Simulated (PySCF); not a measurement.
**EPR parameters of C6H8FOSi**

C₆H₈FOSi (doublet state).
Cartesian coordinates in Å at the GFN2-xTB level; atoms count from 1:
```xyz
17
C6H8FOSi angstrom
C      2.7212   -0.2900   -0.7808
C      1.8600   -0.4052    0.0450
C      0.7928   -0.5489    1.0058
C     -0.2999   -1.4712    0.6178
O     -0.9457   -1.4254   -0.5835
C     -0.9097   -0.2011   -1.2716
C     -1.3606    0.9628   -0.3844
F     -1.2078    2.1337   -1.1120
Si    -0.2923    1.0307    1.2184
H      3.4866   -0.1944   -1.4918
H      1.2105   -0.8716    1.9594
H     -0.4675   -2.4083    1.1179
H     -1.5744   -0.3272   -2.1310
H      0.1043    0.0148   -1.6351
H     -2.4341    0.8814   -0.1823
H     -1.1278    0.8311    2.4013
H      0.4377    2.3011    1.1970
```

The hyperfine couplings belong to this conformer and change with its torsions.

The species is `C#C[C@@H]1[CH]OC[C@H](F)[SiH2]1` [radical].

The calculation used UKS B3LYP, pcH-1 on C F H O Si, non-relativistic, mean-field spin-orbit, GIAO in PySCF. One conformer (not necessarily the lowest) at the GFN2-xTB geometry, without solvent, vibrations or thermal averaging. A GFN2-xTB geometry isn't a minimum of the functional, and hyperfine couplings can be far from their values at a DFT geometry. No stability test was run, so a lower SCF solution isn't excluded.

```json
{
  "g1, g2, g3": "2.00214, 2.00332, 2.00457",
  "g_iso": "2.00334",
  "Form of g": "rhombic: the two nearest values differ by 49 % of g3 − g1",
  "⟨S²⟩": "0.7539 (exact 0.7500)",
  "α and β electrons": "38, 37",
  "HOMO–LUMO gap, α and β orbitals": "4.85, 5.85 eV",
  "Total energy": "-697.89320 Eh",
  "Basis functions": "315"
}
```

Isotropic coupling and dipolar principal values T1 to T3, in mT; ρ(0) is the spin density at the nucleus (MHz turned into mT with g_iso):

```tsv
atom	isotope	a_iso	of which spin–orbit	T1	T2	T3	Mulliken spin population	ρ(0) (bohr⁻³)
C1	13C	0.25	0.00	-0.11	-0.01	0.12	0.01	0.0063
C2	13C	2.95	0.00	-0.14	-0.08	0.22	0.02	0.0737
C3	13C	-0.11	0.00	-0.10	-0.02	0.12	-0.03	-0.0027
C4	13C	3.76	0.00	-2.58	-2.55	5.13	0.83	0.0937
O5	17O	-0.80	0.00	-2.41	1.15	1.26	0.13	0.0373
C6	13C	-0.11	0.00	-0.06	-0.04	0.10	-0.01	-0.0026
C7	13C	-0.02	0.00	-0.09	-0.02	0.11	0.01	-0.0005
F8	19F	-0.07	0.00	-0.15	-0.03	0.18	0.00	-0.0004
Si9	29Si	-2.87	0.00	-0.31	0.11	0.20	0.04	0.0906
H10	1H	0.00	0.00	-0.06	-0.02	0.08	0.00	0.0000
H11	1H	-0.01	0.00	-0.16	-0.14	0.30	0.00	-0.0001
H12	1H	-1.75	0.00	-1.20	-0.04	1.24	-0.04	-0.0110
H13	1H	-0.07	0.00	-0.11	-0.09	0.21	0.00	-0.0004
H14	1H	0.49	0.00	-0.13	-0.09	0.22	0.01	0.0031
H15	1H	0.07	0.00	-0.09	-0.06	0.15	0.00	0.0004
H16	1H	-0.06	0.00	-0.13	-0.06	0.19	0.00	-0.0004
H17	1H	1.77	0.00	-0.06	-0.04	0.11	0.03	0.0111
```

The Mulliken spin populations are largest on C4 (+0.83) and O5 (+0.13). No atom but C4 exceeds +0.15. The angles at C4 add up to 357.8°, so it is nearly planar; its axial dipolar tensor and the negative coupling of its proton fit spin in a p orbital normal to that plane.

Axes: g3 points within 7° of the C4–H12 bond.

Under fast tumbling the dipolar parts average out, and these isotropic splittings remain (the largest six): 1 × 1H (H17, I = 1/2, 2 lines) with 1.77 mT, 1 × 1H (H12, I = 1/2, 2 lines) with 1.75 mT, 1 × 1H (H14, I = 1/2, 2 lines) with 0.49 mT, 1 × 19F (F8, I = 1/2, 2 lines) with 0.07 mT, 1 × 1H (H13, I = 1/2, 2 lines) with 0.07 mT and 1 × 1H (H15, I = 1/2, 2 lines) with 0.07 mT.

The 17O coupling of O5 (-22.5 MHz) shows only in satellite lines or after enrichment, since that isotope makes up about 0.038 % of natural oxygen.

The 29Si coupling of Si9 (-80.5 MHz) shows only in satellite lines or after enrichment, since that isotope makes up about 4.7 % of natural silicon.

β density exceeds α density at some nuclei, such as H12 (-0.0110), C3 (-0.0027) and C6 (-0.0026), spin density in bohr⁻³. In a single determinant that takes different orbitals for the two spins, that is spin polarisation.
